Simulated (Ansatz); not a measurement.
Calculated with Ansatz (gas phase, PBE0-D4/def2-TZVP geometries, no zero-point term in ΔE). CCSD(T)/CBS is the MP2 limit (def2-TZVPP, def2-QZVPP) plus CCSD(T) − MP2 in def2-TZVPP, frozen cores. Functionals use def2-TZVPP. B3LYP here is the variant with VWN-RPA as its local correlation; programs differ in this. For Ga, Ge outer-core shells are correlated without core-valence functions, which leaves a few kJ/mol of doubt a bond. Scalar relativity is left out up to krypton. Each species was taken in one conformer, which may not be the lowest.

`[CH3][GaH][S]S` + `[CH3][GeH2][F]` → `[CH3][GaH][GeH2][F]` + `CSS`  (formal exchange of groups at a Ga–S bond)

`[CH3][GaH][S]S`:

Cartesian coordinates in Å:
```
C 0.972 0.230 -0.977
Ga -0.637 1.006 -0.188
S -1.541 0.113 1.638
S -0.253 -1.435 2.114
H 1.742 0.997 -1.087
H 0.744 -0.153 -1.975
H 1.354 -0.582 -0.361
H -1.453 2.252 -0.673
H -0.928 -2.429 1.509
```

`[CH3][GeH2][F]`:

Cartesian coordinates in Å:
```
C 0.983 -0.117 0.334
Ge -0.829 0.205 -0.271
F -1.504 -1.359 -0.661
H 1.468 0.826 0.593
H 1.557 -0.603 -0.456
H 0.972 -0.761 1.214
H -0.904 1.022 -1.571
H -1.743 0.788 0.819
```

`[CH3][GaH][GeH2][F]`:

Cartesian coordinates in Å:
```
C -1.873 -0.032 -0.390
Ga -0.175 0.914 -0.125
Ge 1.863 -0.350 0.420
F 1.414 -2.052 0.465
H -2.581 0.270 0.387
H -1.748 -1.114 -0.351
H -2.313 0.247 -1.351
H -0.072 2.481 -0.243
H 3.004 -0.284 -0.621
H 2.481 -0.080 1.810
```

`CSS`:

Cartesian coordinates in Å:
```
C 0.011 -0.969 0.045
S -0.836 0.447 0.770
S -0.425 1.948 -0.544
H 1.092 -0.831 0.062
H -0.333 -1.145 -0.974
H -0.252 -1.828 0.668
H 0.744 2.377 -0.026
```

```json
{"level": "PBE-D4", "ΔE (kJ/mol)": "92.6", "difference from CCSD(T)/CBS": "-15.4"}
{"level": "r2SCAN-D4", "ΔE (kJ/mol)": "102.2", "difference from CCSD(T)/CBS": "-5.8"}
{"level": "PBE0-D4", "ΔE (kJ/mol)": "97.6", "difference from CCSD(T)/CBS": "-10.4"}
{"level": "ωB97X-V", "ΔE (kJ/mol)": "100.5", "difference from CCSD(T)/CBS": "-7.5"}
{"level": "ωB97M-V", "ΔE (kJ/mol)": "101.4", "difference from CCSD(T)/CBS": "-6.6"}
{"level": "B2PLYP", "ΔE (kJ/mol)": "102.5", "difference from CCSD(T)/CBS": "-5.5"}
{"level": "r2SCAN", "ΔE (kJ/mol)": "101.6", "difference from CCSD(T)/CBS": "-6.4"}
{"level": "PBE0", "ΔE (kJ/mol)": "95.7", "difference from CCSD(T)/CBS": "-12.3"}
{"level": "B3LYP", "ΔE (kJ/mol)": "94.3", "difference from CCSD(T)/CBS": "-13.7"}
{"level": "HF/def2-TZVPP", "ΔE (kJ/mol)": "106.4", "difference from CCSD(T)/CBS": "-1.6"}
{"level": "CCSD/def2-TZVPP", "ΔE (kJ/mol)": "107.0", "difference from CCSD(T)/CBS": "-1.0"}
{"level": "CCSD(T)/def2-TZVPP", "ΔE (kJ/mol)": "108.2", "difference from CCSD(T)/CBS": "0.2"}
{"level": "HF/def2-QZVPP", "ΔE (kJ/mol)": "105.2", "difference from CCSD(T)/CBS": "-2.8"}
{"level": "SCS-MP2/def2-QZVPP", "ΔE (kJ/mol)": "109.9", "difference from CCSD(T)/CBS": "1.9"}
{"level": "MP2/CBS(def2)", "ΔE (kJ/mol)": "114.0", "difference from CCSD(T)/CBS": "6.0"}
{"level": "CCSD/CBS(def2)", "ΔE (kJ/mol)": "106.8", "difference from CCSD(T)/CBS": "-1.2"}
{"level": "CCSD(T)/CBS", "ΔE (kJ/mol)": "108.0", "difference from CCSD(T)/CBS": "0"}
```

Largest T1 diagnostic among the species: 0.013.

The D4 term adds +3.6 kJ/mol with B3LYP and +1.9 kJ/mol with PBE0; it sums over pairs of atoms, weighted by their polarisabilities, and B3LYP, whose exchange is more repulsive, gets the larger term. From PBE to PBE0 (25 % exact exchange), in def2-TZVPP and without D4, ΔE moves by +5.3 kJ/mol.
